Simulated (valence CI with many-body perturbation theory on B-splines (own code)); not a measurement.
The numbers below are computed, except where a source is named.
## Zr¹⁸⁺: configurations and terms from energies and g

Level of theory: relativistic CI+MBPT: four valence electrons over a frozen Dirac-Fock core [Ar], a basis of 7 s, 7 p, 8 d, 6 f, 4 g, 1 h functions for each j, with the one-electron correlation potential Σ1, the two-electron term Σ2, the three-electron term Σ3, Breit, model QED; selected CI, second order for the rest, scaled by the run's own slope (own B-spline code, finite nucleus).

No measured levels were compared; by estimate terms of the open shell hold to 2 to 4 % of their energy, and close levels can change places. Only levels of the ground parity were solved; by the run's estimate the other parity begins above the list, which can be wrong where configurations are misplaced.

| No. | J | Parity | E (cm⁻¹) | g |
| --- | --- | --- | --- | --- |
| 2 | 1 | even | 6438 | 1.497 |
| 3 | 2 | even | 14011 | 1.491 |
| 4 | 3 | even | 21432 | 1.484 |
| 5 | 4 | even | 28278 | 1.473 |
| 8 | 1 | even | 81059 | 1.447 |
| 9 | 5 | even | 81438 | 1.061 |
| 11 | 2 | even | 85330 | 0.718 |
| 12 | 6 | even | 87466 | 1.142 |
| 14 | 2 | even | 100660 | 1.398 |
| 17 | 5 | even | 112810 | 1.168 |
| 18 | 3 | even | 115700 | 1.293 |
| 20 | 6 | even | 124010 | 1.020 |
| 21 | 1 | even | 125520 | 0.558 |

Energies count from the lowest level. Strongly mixed levels and levels close to another of their J and parity, and those with J = 0 are left out, so the numbers can have gaps.

Q: Give configuration and LS term of each level.

A: 2: 3d⁴ ⁵D; 3: 3d⁴ ⁵D; 4: 3d⁴ ⁵D; 5: 3d⁴ ⁵D; 8: 3d⁴ ³P; 9: 3d⁴ ³H; 11: 3d⁴ ³F; 12: 3d⁴ ³H; 14: 3d⁴ ³P; 17: 3d⁴ ³G; 18: 3d⁴ ³D; 20: 3d⁴ ¹I; 21: 3d⁴ ³D.
